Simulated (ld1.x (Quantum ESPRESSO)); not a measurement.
## PBE TM dataset for silicon, scalar-relativistic all-electron reference.

Input for ld1.x (Quantum ESPRESSO) 7.5:

```
&input
   title='Si', zed=14., rel=1, dft='PBE', iswitch=3,
   config='[Ne] 3s2 3p2 3d-2',
   nld=3, rlderiv=1.00, eminld=-12.0, emaxld=5.0, deld=0.04
 /
 &inputp
   pseudotype=2, tm=.true., lloc=-1, rcloc=0.55,
   nlcc=.true.,
   file_pseudopw='Si.UPF', file_wfcaegen='ae.wfc', file_wfcncgen='nc.wfc', file_beta='beta', file_chi='chi'
 /
3
2S  1  0   2.00   0.00  0.90  0.90  0.0
2P  2  1   6.00   0.00  0.55  0.55  0.0
3D  3  2  -2.00  -0.20  0.85  0.85  0.0
 &test
   configts(1)='2s2 2p6 3s2 3p2'
 /
```

Command:

```bash
ld1.x < Si.in > Si.out
```

Output (shortened: banner, matrices, multipoles, cross overlaps and the repeated all-electron block are left out):

```
Program LD1 v.7.5
     --------------------------- All-electron run ----------------------------

     Si
     scalar relativistic calculation

     atomic number is 14.00
     dft =PBE   lsd =0 sic =0 latt =0  beta=0.20 tr2=1.0E-14
     Exchange-correlation= PBE
                           (   1   4   3   4   0   0   0)
     mesh =1141 r(mesh) = 100.57892 a.u. xmin = -7.00 dx = 0.01250
     1 Ry =  13.60569312 eV, c = 137.03599908

     n l     nl                  e(Ry)          e(Ha)          e(eV)
     1 0     1S 1( 2.00)      -131.2640       -65.6320     -1785.9374
     2 0     2S 1( 2.00)       -10.2531        -5.1266      -139.5006
     2 1     2P 1( 6.00)        -7.0235        -3.5117       -95.5594
     3 0     3S 1( 2.00)        -0.7947        -0.3974       -10.8128
     3 1     3P 1( 2.00)        -0.3000        -0.1500        -4.0812

     final scf error:  5.1E-15 reached in  24 iterations

     Etot =    -579.674871 Ry,    -289.837435 Ha,   -7886.878406 eV

     Ekin =     581.106155 Ry,     290.553077 Ha,    7906.352011 eV
     Encl =   -1383.798685 Ry,    -691.899343 Ha,  -18827.540255 eV
     Eh   =     264.316384 Ry,     132.158192 Ha,    3596.207606 eV
     Exc  =     -41.298724 Ry,     -20.649362 Ha,    -561.897768 eV

     normalization and overlap integrals

     s(1S/1S) =  1.000000  <r> =   0.1113  <r2> =    0.0167  r(max) =   0.0723
     s(2S/2S) =  1.000000  <r> =   0.5680  <r2> =    0.3856  r(max) =   0.4543
     s(2P/2P) =  1.000000  <r> =   0.5376  <r2> =    0.3649  r(max) =   0.3861
     s(3S/3S) =  1.000000  <r> =   2.1632  <r2> =    5.4537  r(max) =   1.7967
     s(3P/3P) =  1.000000  <r> =   2.7953  <r2> =    9.4191  r(max) =   2.1672

     ------------------------ End of All-electron run ------------------------

     --------------------- Generating NC pseudopotential ---------------------

      Generating local potential from pseudized AE potential:
      Matching radius rcloc =   0.5500

      Local pseudo, rcloc= 0.555 Estimated cut-off energy=    77.05 Ry

      Computing core charge for nlcc:

       r > 0.16 : true rho core
       r < 0.16 : rho core = a sin(br)/r    a=  70.81  b=  15.72

      Integrated core pseudo-charge :   5.14

      Wfc   2S  rcut= 0.892  Using Troullier-Martins method

      Wfc   2P  rcut= 0.555  Using Troullier-Martins method

      Wfc   3D  rcut= 0.849  Using Troullier-Martins method

     ------------------- End of pseudopotential generation -------------------

     Computing logarithmic derivative in   1.00472
     Computing logarithmic derivative in   1.00472
     Computing the partial wave expansion
     R is outside the sphere for l=    0 j= 0.00
     R is outside the sphere for l=    1 j= 0.00
     R is outside the sphere for l=    2 j= 0.00

     ---------------------- Testing the pseudopotential ----------------------

     Si
     scalar relativistic calculation

     atomic number is 14.00   valence charge is 12.00
     dft =PBE   lsd =0 sic =0 latt =0  beta=0.20 tr2=1.0E-14
     mesh =1141 r(mesh) = 100.57892 xmin = -7.00 dx = 0.01250

     n l     nl             e AE (Ry)        e PS (Ry)    De AE-PS (Ry)
     1 0     2S   1( 2.00)      -10.25310      -10.25311        0.00001
     2 1     2P   1( 6.00)       -7.02349       -7.02378        0.00030
     2 0     3S   1( 2.00)       -0.79473       -0.80868        0.01396  !
     3 1     3P   1( 2.00)       -0.29996       -0.29890       -0.00106

     eps = 4.1E-15  iter = 12

     Etot =    -579.674871 Ry,    -289.837435 Ha,   -7886.878406 eV
     Etotps =  -213.154869 Ry,    -106.577435 Ha,   -2900.119741 eV

     Ekin =     157.638575 Ry,      78.819288 Ha,    2144.782082 eV
     Encl =    -458.298131 Ry,    -229.149065 Ha,   -6235.463723 eV
     Ehrt =     146.173950 Ry,      73.086975 Ha,    1988.797901 eV
     Ecxc =     -33.181779 Ry,     -16.590889 Ha,    -451.461102 eV
     (Ecc =      -8.085488 Ry,      -4.042744 Ha,    -110.008665 eV)
     Epseu=     -25.487485 Ry,     -12.743743 Ha,    -346.774901 eV

     ---------------------- End of pseudopotential test ----------------------
```

ld1.x takes every shell without a wave as core, so the model core holds the 3p, 3s electrons as well and exchange and correlation see them twice. This cancels in the reference configuration, but the file is broken for other ones, and its errors say nothing about a proper core correction.

Generation and configuration tests took about 2 s on one core of a shared server CPU.

Transferability test of the new file with ld1.x, input:

```
&input
   title='Si', zed=14., rel=1, dft='PBE', iswitch=2,
   config='[Ne] 3s2 3p2 3d-2'
 /
 &test
   file_pseudo='Si.UPF', nconf=8,
   configts(1)='2s2 2p6 3s2 3p2',
   configts(2)='2s2 2p6 3s2 3p1',
   configts(3)='2s2 2p6 3s2 3p0',
   configts(4)='2s2 2p6 3s1 3p0',
   configts(5)='2s1 2p6 3s2 3p2',
   configts(6)='2s2 2p6 3s1 3p3',
   configts(7)='2s2 2p6 3s2 3p1.5',
   configts(8)='2s2 2p6 3s1 3p2'
 /
```

```bash
ld1.x < Si.test.in > Si.test.out
```

Pseudopotential blocks of its output, shortened (energy terms left out):

```
     ---------------------- Testing the pseudopotential ----------------------

     n l     nl             e AE (Ry)        e PS (Ry)    De AE-PS (Ry)
     1 0     2S   1( 2.00)      -10.25310      -10.25311        0.00001
     2 1     2P   1( 6.00)       -7.02349       -7.02378        0.00030
     2 0     3S   1( 2.00)       -0.79473       -0.80868        0.01396  !
     3 1     3P   1( 2.00)       -0.29996       -0.29890       -0.00106

     eps = 3.9E-15  iter = 12

     Etot =    -579.674871 Ry,    -289.837436 Ha,   -7886.878407 eV
     Etotps =  -213.154869 Ry,    -106.577435 Ha,   -2900.119742 eV

     ---------------------- End of pseudopotential test ----------------------

          ---------------------- Testing the pseudopotential ----------------------

     n l     nl             e AE (Ry)        e PS (Ry)    De AE-PS (Ry)
     1 0     2S   1( 2.00)      -10.95141      -10.96101        0.00960  !
     2 1     2P   1( 6.00)       -7.72294       -7.73216        0.00923  !
     2 0     3S   1( 2.00)       -1.39899       -1.43305        0.03406  !
     3 1     3P   1( 1.00)       -0.85670       -0.87681        0.02012  !

     eps = 6.1E-16  iter = 12

     Etot =    -579.105988 Ry,    -289.552994 Ha,   -7879.138356 eV
     Etotps =  -212.577193 Ry,    -106.288596 Ha,   -2892.260047 eV
     dEtot_ae =       0.568883 Ry
     dEtot_ps =       0.577677 Ry,   Delta E=      -0.008794 Ry

     ---------------------- End of pseudopotential test ----------------------

          ---------------------- Testing the pseudopotential ----------------------

     n l     nl             e AE (Ry)        e PS (Ry)    De AE-PS (Ry)
     1 0     2S   1( 2.00)      -11.81885      -11.83324        0.01439  !
     2 1     2P   1( 6.00)       -8.59271       -8.60538        0.01267  !
     2 0     3S   1( 2.00)       -2.09735       -2.16296        0.06562  !
     3 1     3P   1( 0.00)       -1.50702       -1.55980        0.05278  !

     eps = 1.1E-16  iter = 12

     Etot =    -577.930541 Ry,    -288.965270 Ha,   -7863.145587 eV
     Etotps =  -211.366492 Ry,    -105.683246 Ha,   -2875.787622 eV
     dEtot_ae =       1.744330 Ry
     dEtot_ps =       1.788378 Ry,   Delta E=      -0.044048 Ry

     ---------------------- End of pseudopotential test ----------------------

          ---------------------- Testing the pseudopotential ----------------------

     n l     nl             e AE (Ry)        e PS (Ry)    De AE-PS (Ry)
     1 0     2S   1( 2.00)      -12.92701      -12.95520        0.02819  !
     2 1     2P   1( 6.00)       -9.70312       -9.72921        0.02608  !
     2 0     3S   1( 1.00)       -2.90231       -3.02266        0.12035  !
     3 1     3P   1( 0.00)       -2.26278       -2.36838        0.10560  !

     eps = 5.2E-16  iter = 10

     Etot =    -575.433693 Ry,    -287.716847 Ha,   -7829.174246 eV
     Etotps =  -208.778728 Ry,    -104.389364 Ha,   -2840.579302 eV
     dEtot_ae =       4.241178 Ry
     dEtot_ps =       4.376142 Ry,   Delta E=      -0.134964 Ry

     ---------------------- End of pseudopotential test ----------------------

          ---------------------- Testing the pseudopotential ----------------------

     n l     nl             e AE (Ry)        e PS (Ry)    De AE-PS (Ry)
     1 0     2S   1( 1.00)      -12.28714      -12.32915        0.04201  !
     2 1     2P   1( 6.00)       -9.11450       -9.14763        0.03313  !
     2 0     3S   1( 2.00)       -1.63713       -1.66702        0.02989  !
     3 1     3P   1( 2.00)       -1.03063       -1.03471        0.00408

     eps = 1.4E-15  iter = 12

     Etot =    -568.426500 Ry,    -284.213250 Ha,   -7733.836523 eV
     Etotps =  -201.884127 Ry,    -100.942064 Ha,   -2746.773479 eV
     dEtot_ae =      11.248371 Ry
     dEtot_ps =      11.270742 Ry,   Delta E=      -0.022371 Ry

     ---------------------- End of pseudopotential test ----------------------

          ---------------------- Testing the pseudopotential ----------------------

     n l     nl             e AE (Ry)        e PS (Ry)    De AE-PS (Ry)
     1 0     2S   1( 2.00)      -10.37474      -10.37933        0.00459
     2 1     2P   1( 6.00)       -7.14434       -7.15024        0.00590  !
     2 0     3S   1( 1.00)       -0.84977       -0.86612        0.01636  !
     3 1     3P   1( 3.00)       -0.34314       -0.34105       -0.00210

     eps = 2.3E-16  iter = 12

     Etot =    -579.174028 Ry,    -289.587014 Ha,   -7880.064086 eV
     Etotps =  -212.637255 Ry,    -106.318628 Ha,   -2893.077244 eV
     dEtot_ae =       0.500843 Ry
     dEtot_ps =       0.517614 Ry,   Delta E=      -0.016771 Ry

     ---------------------- End of pseudopotential test ----------------------

          ---------------------- Testing the pseudopotential ----------------------

     n l     nl             e AE (Ry)        e PS (Ry)    De AE-PS (Ry)
     1 0     2S   1( 2.00)      -10.57881      -10.58404        0.00522  !
     2 1     2P   1( 6.00)       -7.34964       -7.35489        0.00525  !
     2 0     3S   1( 2.00)       -1.08246       -1.10531        0.02285  !
     3 1     3P   1( 1.50)       -0.56422       -0.57261        0.00838  !

     eps = 6.4E-15  iter = 12

     Etot =    -579.460145 Ry,    -289.730073 Ha,   -7883.956911 eV
     Etotps =  -212.938395 Ry,    -106.469197 Ha,   -2897.174453 eV
     dEtot_ae =       0.214726 Ry
     dEtot_ps =       0.216475 Ry,   Delta E=      -0.001749 Ry

     ---------------------- End of pseudopotential test ----------------------

          ---------------------- Testing the pseudopotential ----------------------

     n l     nl             e AE (Ry)        e PS (Ry)    De AE-PS (Ry)
     1 0     2S   1( 2.00)      -11.06879      -11.08534        0.01655  !
     2 1     2P   1( 6.00)       -7.83935       -7.85673        0.01737  !
     2 0     3S   1( 1.00)       -1.45287       -1.48968        0.03681  !
     3 1     3P   1( 2.00)       -0.90305       -0.92224        0.01919  !

     eps = 7.0E-16  iter = 12

     Etot =    -578.559853 Ry,    -289.279926 Ha,   -7871.707807 eV
     Etotps =  -212.015258 Ry,    -106.007629 Ha,   -2884.614535 eV
     dEtot_ae =       1.115019 Ry
     dEtot_ps =       1.139612 Ry,   Delta E=      -0.024593 Ry

     ---------------------- End of pseudopotential test ----------------------
```
